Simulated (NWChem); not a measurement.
System: C₄H₄N, doublet; SMILES c1c[nH]c[c]1

Input file for NWChem:

```
start job
memory heap 200 mb stack 900 mb global 1100 mb
geometry units angstroms noautosym nocenter noautoz
  C     -1.238438    -0.172144     0.000000
  C     -0.616350     1.047620     0.000000
  N      0.740029     0.768038     0.000000
  C      0.941513    -0.591897     0.000000
  C     -0.292803    -1.221038     0.000000
  H     -0.989880     2.059967     0.000000
  H      1.474773     1.459638     0.000000
  H      1.940238    -1.006252     0.000000
  H     -0.469028    -2.287115     0.000000
end
basis spherical
  C library def2-svp
  N library def2-svp
  H library def2-svp
end
dft
  odft
  mult 2
  xc pbe0
  iterations 150
end
cosmo
  do_cosmo_smd true
  solvent acetntrl
end
task dft energy
```

In the optimisation the excess spin sits in a' (Cs, its own frame). Geometry: optimised at B3LYP/6-31G* (spherical d), spin-unrestricted. No stability test was run on the SCF state. Solvent: acetonitrile.

Level: PBE0/def2-SVP with SMD (1 M gas to 1 M solution), gas-phase geometry. Reactions with the solvent are ignored.

Question: What results follow from this input? (PBE0/def2-SVP, spin-unrestricted, SMD on the gas-phase geometry.) Quantities: solvation free energy (kcal/mol); cavity-dispersion-structure term (kcal/mol); dipole in solution (D).

Answer: 
| Quantity | Value |
|---|---|
| solvation free energy (kcal/mol) | -7.9 |
| cavity-dispersion-structure term (kcal/mol) | -0.6 |
| dipole in solution (D) | 3.66 |
